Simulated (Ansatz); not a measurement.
Isolated molecules relaxed with PBE0-D4/def2-TZVP in Ansatz; ΔE leaves out vibrations. CBS: MP2 limit from def2 TZ/QZ plus the TZ coupled-cluster correction, frozen cores. This one scheme is used for every species. DFT in def2-TZVPP. HSE06 is defined as in plane-wave codes. One conformer a species, not always the lowest.

Reaction (ligand exchange at the Si–O bond): `[SiH3]O[Si]S` + H–F → `F[Si]S` + `O[SiH3]`

```csv
level,ΔE (kJ/mol)
B97M-V,-27.8
HSE06-D4,-19.0
B2PLYP,-24.3
HF/def2-TZVPP,-24.9
MP2/def2-TZVPP,-13.9
CCSD/def2-TZVPP,-18.3
CCSD/CBS(def2),-18.4
CCSD/cc-pV(T+d)Z,-18.7
```

Task: What does CCSD(T)/CBS give? (Best estimate.)

Result: Computed: -16.8 kJ/mol. The listed levels differ from it by -11.0, -2.2, -7.5, -8.1, 2.9, -1.5, -1.6, -1.9 kJ/mol.

Task: What do rigid-rotor, harmonic-oscillator terms from PBE0-D4/def2-TZVP frequencies (298.15 K, 1 bar) make of the CCSD(T)/CBS value? (Best estimate.)

Result: Ansatz gave: ΔZPE = +3.8 kJ/mol, ΔH = -16.6 kJ/mol, ΔS = 12 J/(mol·K), ΔG = -20.1 kJ/mol.

Largest T1 diagnostic among the species: 0.015.

From BLYP to BHLYP (50 % exact exchange), in def2-TZVPP and without D4, ΔE moves by +7.1 kJ/mol. In def2-TZVPP, CCSD(T) changes the Hartree–Fock value by +8.2 kJ/mol (the triples alone add +1.5 kJ/mol) and MP2 by +11.0 kJ/mol. The D4 term adds +9.8 kJ/mol with B3LYP and +5.5 kJ/mol with PBE0; it sums over pairs of atoms, weighted by their polarisabilities, and B3LYP, whose exchange is more repulsive, gets the larger term.

B3LYP here is the variant with VWN-RPA as its local correlation; programs differ in this.
